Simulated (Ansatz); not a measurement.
Cost and result up the ladder for SiBrCl₃ (5 atoms). The state is a singlet with charge 0. Geometry: r2SCAN-D4/def2-SVP.

```
atom   x (Å)   y (Å)   z (Å)
 Si1   0.023  -0.004  -0.009
 Br2  -2.001   0.385   0.757
 Cl3   0.235   0.834  -1.860
 Cl4   0.335  -2.020  -0.145
 Cl5   1.408   0.805   1.257
```

Ansatz on 4 threads of Arm Neoverse V1 on a shared host. Times are rough, and most runs start from the orbitals of an earlier one. ωB97X-V/def2-TZVP serves as the yardstick here, not as an exact answer. Differences are given only for rows in sets of like size (and for xTB, whose basis is part of the method), since another set adds its own error. Binding counts from free atoms at the same level (Si triplet, Br doublet, Cl doublet; other spins of the atoms weren't run), without zero-point energy or a counterpoise term.

LC-ωPBE has ω = 0.4 bohr⁻¹. B3LYP takes the VWN-RPA correlation. Correlated methods freeze 29 core orbitals; core or outer-core shells of Br are correlated, in sets that lack core-valence functions.

Correlated methods converge slowly with the basis.

```
                            level  functions  binding energy per atom (eV)  difference from ωB97X-V/def2-TZVP (eV)
                ωB97X-V/def2-TZVP        196                          3.24                                    0.00
                  PBE-D4/def2-SVP        104                          3.25                                       –
           CAM-B3LYP-D4/def2-TZVP        196                          3.13                                   -0.11
                 PBE-D4/def2-TZVP        196                          3.29                                    0.05
              revPBE-D4/def2-TZVP        196                          3.20                                   -0.04
                 PBE0-D4/def2-SVP        104                          3.19                                       –
                     HF/def2-TZVP        196                          2.33                                   -0.90
                LC-ωPBE/def2-TZVP        196                          3.14                                   -0.10
r2SCAN-D4/def2-TZVP (with forces)        196                          3.27                                    0.04
                CCSD(T)/def2-TZVP        196                          3.07                                   -0.16
                RPA@PBE/def2-TZVP        196                          2.77                                   -0.47
             r2SCAN0-D4/def2-TZVP        196                          3.21                                   -0.03
                PBE0-D4/def2-TZVP        196                          3.24                                    0.00
               B3LYP-D4/def2-TZVP        196                          3.13                                   -0.11
```

(1) Estimate how long each takes.

Results:

(1) PBE-D4/def2-SVP 1 s; PBE0-D4/def2-SVP 1.4 s; revPBE-D4/def2-TZVP 1.9 s; PBE-D4/def2-TZVP 2 s; HF/def2-TZVP 2.7 s; LC-ωPBE/def2-TZVP 3.1 s; B3LYP-D4/def2-TZVP 3.7 s; PBE0-D4/def2-TZVP 3.9 s; RPA@PBE/def2-TZVP 4.1 s; CAM-B3LYP-D4/def2-TZVP 4.3 s; r2SCAN-D4/def2-TZVP (with forces) 6 s; r2SCAN0-D4/def2-TZVP 7 s; ωB97X-V/def2-TZVP 8.5 s; CCSD(T)/def2-TZVP 81 s. On shared hardware such times vary by a factor of up to 3.
